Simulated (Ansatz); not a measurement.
`F[SiH]([SiH3])Cl` + `[CH3]`• → `F[Si]([SiH3])Cl`• + CH₄ at 400 K and 1 bar (hydrogen abstraction from the Si–H bond).

Isolated molecules relaxed with PBE0-D4/def2-TZVP in Ansatz; ΔE leaves out vibrations. CBS: MP2 limit from def2 TZ/QZ plus the TZ coupled-cluster correction, frozen cores. This one scheme is used for every species. Open shells (•) are unrestricted, without spin–orbit coupling.

```csv
species,CCSD(T)/CBS energy (Eh),H − E (kJ/mol),S (J/(mol·K))
`F[SiH]([SiH3])Cl`,-1140.23962,131.5,375.5
`[CH3]`•,-39.78218,92.9,206.6
`F[Si]([SiH3])Cl`•,-1139.58701,106.9,379.5
CH₄,-40.46206,131.3,197.2
```

H − E and S are ideal-gas, rigid-rotor, harmonic terms from PBE0-D4/def2-TZVP, for one conformer and one mirror image of each species, with the whole ground term of open shells counted as degenerate. 1 Eh = 2625.50 kJ/mol, R = 8.31446 J/(mol·K).

Task: By hand: ΔE, ΔH, ΔS and ΔG.

Result: ΔE = (-1139.58701) + (-40.46206) − (-1140.23962) − (-39.78218) = -0.02727 Eh = -71.6 kJ/mol. Δ(H − E) = 106.9 + 131.3 − 131.5 − 92.9 = 13.8, so ΔH = -57.8 kJ/mol. ΔS = 379.5 + 197.2 − 375.5 − 206.6 = -5.4 J/(mol·K). ΔG = -57.8 − 400 × (-5.4)/1000 = -55.6 kJ/mol.

Task: By hand: the equilibrium constant, and the temperature at which ΔG would vanish if ΔH and ΔS stayed fixed.

Result: log₁₀ K = −ΔG/(RT ln 10) = 7.3. ΔG = 0 at ΔH/ΔS = 10704 K, far beyond where these terms or the molecules hold.

The number of gas molecules stays the same, so ΔS is small and ΔH decides. A doubt of 5 kJ/mol in ΔE shifts log₁₀ K by 0.7 here. Other conformers and mirror images would add mixing entropy, several J/(mol·K) or more a flexible species. These are equilibria of isolated gas molecules and say nothing of rates. Largest T1 diagnostic: 0.015 (customary marks: 0.02 for closed shells, 0.045 for open ones).
